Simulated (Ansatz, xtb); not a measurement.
Relative energy of two isomers of C4H9FSi

We compare I, `F[C@H]1C[C@@H]([SiH3])C1`, a singlet, with II, `F[C@@H]1CC[C@H]1[SiH3]`, a singlet. Both are isolated molecules in the gas phase, relaxed with PBE-D3(BJ)/def2-SVP.

I (Å):

```xyz
15

C     0.7915    2.3364    0.4695
C    -0.2790    1.6253   -0.3765
C     0.1194    0.3057    0.3584
C     1.4790    0.9833    0.7221
F     1.5372    3.3214   -0.1482
Si    0.1321   -1.3197   -0.6115
H     0.3634    2.7641    1.4043
H     0.0423    1.6141   -1.4391
H    -1.3284    1.9745   -0.3171
H    -0.4985    0.1783    1.2728
H     0.9699   -1.1461   -1.8520
H     0.7187   -2.4335    0.2160
H    -1.2638   -1.7105   -1.0217
H     1.9255    0.7863    1.7165
H     2.2448    0.8098   -0.0626
```

II (Å):

```xyz
15

C    -0.6567    0.7031    0.7730
C     0.8132    0.4360    0.4075
C     0.3062   -0.6211   -0.6077
C    -1.0978    0.0630   -0.5696
F    -1.0274    2.0146    0.9879
Si   -2.6778   -0.9785   -0.6662
H    -0.9858    0.1072    1.6554
H     1.5100    0.1249    1.2111
H     1.2242    1.3255   -0.1112
H     0.8120   -0.6729   -1.5908
H     0.2877   -1.6414   -0.1725
H    -1.1329    0.8777   -1.3245
H    -3.9008   -0.1313   -0.4371
H    -2.6245   -2.0491    0.3939
H    -2.7956   -1.6444   -2.0118
```

Quicker runs give these differences E(II) − E(I): GFN2-xTB −1.99 kJ/mol; HF/STO-3G −1.63 kJ/mol (at GFN2-xTB geometries); r2SCAN-D4/def2-SVP −0.87 kJ/mol (at GFN2-xTB geometries).

Q: Estimate E(II) − E(I) at the level CCSD(T)/def2-SVP + ΔMP2/def2-TZVPP.

A: Too close to call at this level: CCSD(T)/def2-SVP + ΔMP2/def2-TZVPP gives E(II) − E(I) = +1.47 kJ/mol.

How the difference moves with the method:

| level | geometry | E(II) − E(I) (kJ/mol) | departure from the last row (kJ/mol) | job, with rough time for the two |
| --- | --- | --- | --- | --- |
| GFN2-xTB | GFN2-xTB | −1.99 | −3.45 | optimisation, 1.6 s |
| HF/STO-3G | GFN2-xTB | −1.63 | −3.10 | single point, 3.2 s |
| r2SCAN-D4/def2-SVP | GFN2-xTB | −0.87 | −2.34 | single point, 15 s |
| PBE-D3(BJ)/def2-SVP | PBE-D3(BJ)/def2-SVP | +0.67 | −0.80 | optimisation, 97 s |
| HF/def2-SVP | PBE-D3(BJ)/def2-SVP | +1.24 | −0.23 | part of the CCSD(T) run |
| MP2/def2-SVP | PBE-D3(BJ)/def2-SVP | +1.71 | +0.25 | part of the CCSD(T) run |
| CCSD(T)/def2-SVP | PBE-D3(BJ)/def2-SVP | +1.31 | −0.16 | single point |
| CCSD(T)/def2-SVP + ΔMP2/def2-TZVPP | PBE-D3(BJ)/def2-SVP | +1.47 |  | single point, 2.7 min |

As drawn, both hold the same kinds of bond in the same numbers.

The largest departure from CCSD(T)/def2-SVP + ΔMP2/def2-TZVPP is that of GFN2-xTB, 3.45 kJ/mol. The last row adds to CCSD(T) the change of the MP2 difference between the two basis sets, here +0.16 kJ/mol.

With thermal terms from frequencies at re-optimised GFN2-xTB minima (ideal gas, soft modes damped towards free rotors, one conformer each, 298.15 K, 1 atm): the zero-point term adds +0.08 kJ/mol; ΔH is +1.73 and ΔG +1.10 kJ/mol.

The correlated steps freeze 10 core orbitals. Run with Ansatz 0.2.0, xtb 6.7.1; the last row on 2 threads of Intel(R) Xeon(R) Processor @ 2.50GHz (Skylake/Cascade Lake) on a shared host.
